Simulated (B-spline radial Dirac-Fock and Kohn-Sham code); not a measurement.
## K-line shifts caused by a second vacancy in Tc⁺

System: technetium as Tc⁺, configuration [Kr] 4d5 5s1, inside a Watson sphere of charge -1 and radius 1.6 Å (a model of the Madelung potential; inside it an electron's potential energy is raised by 9.0 eV).

These are calculated numbers from a radial atomic solver; the model is multi-electron Dirac-Fock with separately optimised hole states, Breit and Lamb-shift corrections added in first order. Each two-hole energy is an average over J within one jj subconfiguration, not an observable level; in light atoms, where LS coupling holds, the j-resolved values are not observed lines, and for a K spectator the Kα1 hypersatellite is nearly forbidden. No correlation.

Lines without a spectator: Kα2 (K-L2) 18249.1 eV, Kα1 (K-L3) 18365.5 eV, Kβ3 (K-M2) 20594.4 eV, Kβ1 (K-M3) 20614.4 eV. Shifts in eV with one spectator hole (a dash: not computed, or left out as unreliable):

```tsv
spectator hole	Kα2	Kα1	Kβ3	Kβ1
K (1s)	+480.3	+491.4	+609.5	+611.8
L2 (2p1/2)	+50.7	+63.2	–	+136.4
L3 (2p3/2)	+52.2	+51.5	+124.5	–
M2 (3p1/2)	–	+6.36	+14.75	+18.18
M3 (3p3/2)	+5.00	–	+15.96	+15.37
M4 (3d3/2)	+0.43	-1.67	–	–
M5 (3d5/2)	-1.97	-0.51	–	–
```

With n spectator holes in 2p, averaged over the 2p shell (energies in eV):

| n | KαLⁿ | step | hypersatellite KαʰLⁿ |
| --- | --- | --- | --- |
| 0 | 18326.7 | – | 18814.4 |
| 1 | 18381.4 | +54.8 | 18870.5 |
| 2 | 18437.4 | +55.9 | 18927.8 |
| 3 | 18494.5 | +57.1 | 18986.3 |
| 4 | 18552.8 | +58.3 | 19046.0 |
| 5 | 18612.4 | +59.6 | 19106.9 |
